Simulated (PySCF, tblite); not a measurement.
Isomers of C3H10N3Si2 (doublet state), one GFN2-xTB conformer each. Single-point energies are computed at B3LYP/pcH-1 (PySCF, gas phase, no added dispersion term), electronic only. GFN2-xTB treats the open shell by occupation alone, and not every SCF solution was tested for stability.

**Question.** Rank them by B3LYP/pcH-1 energy, lowest first (kcal/mol).
A. `[NH:1][SiH2:2][Si@@H:3]([NH2:4])[C:5]#[C:6][CH2:7][NH2:8]` (doublet state) with H–N1–Si2–Si3 96°, N1–Si2–Si3–N4 43°, Si2–Si3–N4–H 84° and -51°, C6–C7–N8–H -59° and 60°
B. `[NH2:1][CH:2][C:3]#[C:4][Si@H:5]([NH2:6])[SiH2:7][NH2:8]` (doublet state) with C4–Si5–N6–H 59° and -75°, C4–Si5–Si7–N8 116°, Si5–Si7–N8–H 48° and -176°

**Answer.** B (0.0), A (32.5).

GFN2-xTB itself gives, in the same order: 0.0, 8.7. Both levels put the same isomer lowest.

**Question.** What happens when harmonic zero-point energies from GFN2-xTB frequencies are added?

**Answer.** 
```csv
SMILES,ZPE (kcal/mol),electronic (kcal/mol),with ZPE (kcal/mol)
N[CH]C#C[Si@H](N)[SiH2]N,79.0,0.0,0.0
[NH][SiH2][Si@@H](N)C#CCN,79.2,32.5,32.7
```

The zero-point energies span 0.2 kcal/mol. The order is unchanged.
